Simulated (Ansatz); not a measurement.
`N/C=N/BF` → B• + C• + F• + 4 H• + 2 N•  (atomization)

Isolated molecules relaxed with PBE0-D4/def2-TZVP in Ansatz; ΔE leaves out vibrations. CBS: MP2 limit from def2 TZ/QZ plus the TZ coupled-cluster correction, frozen cores. This one scheme is used for every species, atoms too. DFT in def2-TZVPP. No spin–orbit coupling; open shells (•) take unrestricted orbitals. Spin–orbit coupling would lower the free atoms: a little for B, C, F. Each species was taken in one conformer, which may not be the lowest.

`N/C=N/BF`:

Z-matrix (Å, degrees):
```
N
C 1 1.336
H 1 1.007 2 118.7
H 1 1.003 2 121.7 3 180.0
N 2 1.281 1 122.7 3 0.1
H 2 1.100 1 113.5 3 -180.0
B 5 1.416 2 116.6 1 -179.9
F 7 1.329 5 119.6 2 -179.7
H 7 1.208 5 123.7 2 0.3
```

CCSD(T)/CBS gives +3658.9 kJ/mol.

(1) Another level gave +3557.2 kJ/mol. Which?
A. BHLYP-D4/def2-TZVPP
B. PBE0/def2-TZVPP
C. CCSD(T)/def2-TZVPP
D. revPBE-D4/def2-TZVPP

Largest T1 diagnostic among the species: 0.014.

## Answers

(1) A. BHLYP-D4 3557.2, revPBE-D4 3704.1, CCSD(T)/def2-TZVPP 3549.9, PBE0 3697.2 kJ/mol.

Leaving LDA and LC-ωPBE aside and taking each functional with its dispersion term where it has one, the values, not all of them listed here, spread over 264.4 kJ/mol, from BHLYP-D4 to PBE-D4. LDA lies +492.9 kJ/mol from PBE without D4, its usual overbinding. At CCSD(T), def2-SVP lies −195.7 kJ/mol from the extrapolated value and def2-TZVPP −109.0 kJ/mol: correlation converges slowly with the basis, and small sets miss more of it in the bonded molecule than in its fragments.

For atomizations the MP2-based limit and the directly extrapolated one differ by several kJ/mol either way, and by 10 to 25 for some Ge, Se and Sn compounds, so smaller differences from it don't rank the levels.
